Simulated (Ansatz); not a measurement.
Mulliken charges of `[NH2][Al]([F])[Cl]` from PBE/def2-TZVPP in Ansatz (PBE0-D4/def2-TZVP geometry).

```
atom   x (Å)   y (Å)   z (Å)  charge (e)
  N1  -0.112   0.983  -0.026      -0.392
 Al2   0.153  -0.739   0.092       0.622
  F3   1.042  -1.345   1.331      -0.309
 Cl4  -0.641  -2.049  -1.314      -0.231
  H5   0.246   1.661   0.625       0.154
  H6  -0.645   1.426  -0.755       0.156
```

Question: By hand: the dipole of these point charges (1 e Å = 4.8032 D).

Answer: Σ q r = (-0.098, 0.522, -0.062) e Å, of length 0.535 e Å = 2.57 D.

Question: How does the dipole of the full density compare? (An estimate is asked.)

Answer: Computed: (-0.094, 0.494, -0.060) e Å, 2.43 D; the point charges give 1.06 times that, at 0° from its direction.

Point charges leave out the atoms' own dipoles, such as those of lone pairs, and Mulliken's split depends on the basis, so the close match here is no proof of good charges.
